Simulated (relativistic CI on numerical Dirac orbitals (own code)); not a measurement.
## V4+ in a cubic cluster: 1s photoemission with charge transfer

Computed with a charge-transfer multiplet model of a cubic metal-ligand cluster with up to 2 ligand holes, Slater and spin-orbit integrals from Dirac-Coulomb-Breit ions, Slater integrals scaled by 0.9. The ground state mixes d1 with configurations of k ligand holes L, whose averages lie at kΔ + k(k − 1)U_dd/2; a core hole lowers each added d electron by U_cd. 20 K, Lorentzian 1.1 eV and Gaussian 0.6 eV FWHM.

Atomic integrals in eV (Slater integrals scaled, ζ unscaled), ground: F2dd 9.064, F4dd 5.680, zeta_d 0.029; with the core hole: F2dd 9.064, F4dd 5.680, zeta_d 0.046, G2cd 0.058. Where a configuration has fewer than two d electrons, the dd integrals are those of d2.

Cluster parameters (eV): Δ = 2.8, U_dd = 4.9, U_cd = 6.1, 10Dq = 0.45, 10Dq(ligand) = 1.6, final-state hopping factor = 0.9.

```tsv
Case	n_d	d1	d2L	d3L2	S
V(eg) = 0.45 eV, V(t2g) = -0.22 eV	1.23	0.77	0.22	0.00	0.50
V(eg) = 0.75 eV, V(t2g) = -0.37 eV	1.37	0.65	0.33	0.02	0.50
V(eg) = 1.05 eV, V(t2g) = -0.51 eV	1.46	0.57	0.40	0.03	0.50
V(eg) = 1.35 eV, V(t2g) = -0.66 eV	1.54	0.51	0.44	0.05	0.50
V(eg) = 2.25 eV, V(t2g) = -1.1 eV	1.69	0.41	0.49	0.10	0.50
```

Weights, n_d and S are thermal averages at 20 K. Binding energies count from the first peak over 30 % of the highest in each spectrum, which can be another peak from case to case. The parameters are a model scan and need not match a compound or its usual spin state. Peaks in eV (height, largest 100):
- V(eg) = 0.45 eV, V(t2g) = -0.22 eV: 0.0 (36), 2.3 (22), 6.0 (100)
- V(eg) = 0.75 eV, V(t2g) = -0.37 eV: 0.0 (100), 7.1 (81)
- V(eg) = 1.05 eV, V(t2g) = -0.51 eV: 0.0 (100), 6.0 (30), 7.8 (28)
- V(eg) = 1.35 eV, V(t2g) = -0.66 eV: 0.0 (100), 6.7 (23), 10.3 (8)
- V(eg) = 2.25 eV, V(t2g) = -1.1 eV: 0.0 (100), 9.5 (13)

For the case V(eg) = 1.35 eV, V(t2g) = -0.66 eV, Δ = 2.8 eV is smaller than U_dd = 4.9 eV, the charge-transfer side of the Zaanen-Sawatzky-Allen scheme. With the core hole the average of the configuration with one ligand hole lies at Δ − U_cd = -3.3 eV before mixing: the effective hopping of about 2.6 eV (from the holes of the mixed ground state) is comparable with this gap or larger, so the configurations mix strongly.
